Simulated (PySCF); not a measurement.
# Spin states of KMg

Unrestricted PBE0; basis K aug-pcseg-1, Mg aug-pcseg-1; no relativity; PySCF 2.14. Outer shells of the fragments: K 4s1; Mg 3s2.

Followed along the bond (rough minima from three points):

```
2Ms+1   unpaired  ⟨S²⟩ at the start  R at minimum (Å)  Te (eV)
    2        σ ↑               0.76              3.93     0.00
    2        π ↑               0.75              3.29     0.76
    4  σ ↑↑, π ↑               3.75              3.76     2.35
```

Solutions found at the starting distance of 3.300 Å, counted from the lowest of them; the search is not exhaustive and high or unbound solutions are not listed, so other states can lie among these:

```csv
2Ms+1,unpaired,term,E (eV),⟨S²⟩,⟨Lz²⟩,μ (D)
2,σ ↑,²Σ⁺,0.00,0.76,0.00,-1.95
2,π ↑,²Π,0.63,0.75,1.00,-7.36
4,"σ ↑↑, π ↑",⁴Π,2.31,3.75,1.00,-5.57
2,δ ↑,²Δ,2.31,0.75,4.00,2.33
4,"σ ↑, π ↑↑",⁴Σ⁻,2.80,3.75,0.00,-8.24
2,"σ ↑↑, π ↓",mixed,3.02,1.75,1.00,-5.58
4,σ ↑↑↑,⁴Σ⁺,3.08,3.75,0.00,4.03
2,"σ ↑, π ↑↓",mixed,3.43,1.75,2.00,-7.36
2,σ ↑,mixed,3.78,0.90,2.00,-5.81
4,"σ ↑, π ↑↑",mixed,4.39,3.75,2.00,5.34
4,"σ ↑↑, δ ↑",⁴Δ,4.70,3.75,4.00,2.05
```

A term symbol is given only where ⟨S²⟩ and ⟨Lz²⟩ are close to those of a pure state; real π, δ and φ orbitals otherwise mix terms. A positive dipole means K(−)Mg(+).

Q: Compare the gap between the two lowest followed solutions at the starting distance with the gap between their minima.

A: At PBE0 the second solution (doublet, unpaired electrons π ↑) lies +0.63 eV from the first (doublet, unpaired electrons σ ↑) at 3.300 Å and +0.76 eV at the minima; the two curves relax by different amounts, since their minima lie near 3.29 and 3.93 Å.

Counting both spins, an empty level lies below a filled one in some of these solutions, because spin and occupation are held.
